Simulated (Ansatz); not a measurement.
Basis-set series for `C[O][Zr]([CH3])([NH2])[OH]`. The species carries charge 0 and has multiplicity 1. Zr: def2 effective core potential. The geometry is a stationary point of PBE0-D4/def2-TZVP. It is one conformer, not always the lowest.

Cartesian coordinates in Å:
```
C 1.0308 -1.3126 2.1524
O 0.6243 -0.6656 0.9936
Zr 0.0803 0.0594 -0.6960
C -2.0539 0.6696 -0.3762
N 1.1069 1.7806 -1.0768
O 0.0784 -1.0801 -2.2550
H 2.1011 -1.1564 2.3267
H 0.4825 -0.9268 3.0185
H 0.8484 -2.3907 2.0840
H -2.1501 1.3767 0.4553
H -2.4727 1.1506 -1.2670
H -2.6807 -0.2003 -0.1446
H 1.5343 2.3825 -0.3863
H 1.3209 2.1460 -1.9949
H 0.1496 -1.8329 -2.8336
```

| functional | basis | functions | energy (Eh) | HOMO (eV) | LUMO (eV) |
| --- | --- | --- | --- | --- | --- |
| PBE0-D4 | def2-SVP | 146 | -333.49414 | -6.67 | 0.15 |
| PBE0-D4 | def2-QZVPP | 636 | -333.86452 | -6.85 | -0.19 |
| ωB97M-V | def2-SVP | 146 | -333.60845 | -8.99 | 1.13 |
| ωB97M-V | def2-QZVPP | 636 | -333.99119 | -9.18 | 0.57 |

**Question.** Give the rows for def2-TZVPP. (An estimate is asked.)

**Answer.** Computed: 
| functional | basis | functions | energy (Eh) | HOMO (eV) | LUMO (eV) |
| --- | --- | --- | --- | --- | --- |
| PBE0-D4 | def2-TZVPP | 337 | -333.84446 | -6.82 | -0.07 |
| ωB97M-V | def2-TZVPP | 337 | -333.97195 | -9.15 | 0.81 |

Positive LUMOs are unbound and depend on the basis.
